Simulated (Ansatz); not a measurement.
Question: Name a neutral molecule of C, Cl, F, Se, Si and H with zero-point energy (PBE0-D4/def2-TZVP) between 128 and 144 kJ/mol and HOMO–LUMO gap (B3LYP/def2-TZVPP) between 6.55 and 6.85 eV (Ansatz, PBE0-D4/def2-TZVP geometry).

Answer: `C[Si](F)(Cl)[SeH]` (132.3 kJ/mol, 6.84 eV). Other molecules can fit too; these were computed, each in one conformer that needn't be the lowest.

B3LYP here is the variant with VWN-RPA as its local correlation; programs differ in this.
